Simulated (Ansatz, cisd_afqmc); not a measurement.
Species: Se, charge 0, triplet.

Total energies in cc-pVQZ-DK, 6 correlated electrons, 14 frozen orbitals. UHF or UKS for unpaired electrons; spin-orbit terms are left out. The -DK rows use spin-free X2C. AFQMC/CISD: phaseless, guided by CISD from CCSD amplitudes; bars are statistical, one sigma. Outlying blocks are dropped, and bars are widened where a walk drifts. Over all cases where full CI ran beside it in this data, AFQMC minus full CI had a median of +0.1 mEh and passed +0.4 mEh in a tenth of the cases.

| method | program | energy (Eh) | minus CCSDTQ (mEh) |
|---|---|---|---|
| HF | Ansatz | -2428.09103 | 131.93 |
| MP2 | Ansatz | -2428.20048 | 22.49 |
| CCSD | Ansatz | -2428.21781 | 5.16 |
| CCSD(T) | Ansatz | -2428.22221 | 0.75 |
| CCSDT(Q) | Ansatz | -2428.22295 | 0.01 |
| CCSDTQ | Ansatz | -2428.22297 | 0.00 |
| AFQMC/CISD | cisd_afqmc | -2428.2226 ± 0.0001 | 0.4 ± 0.1 |

Ansatz is an electronic-structure program.
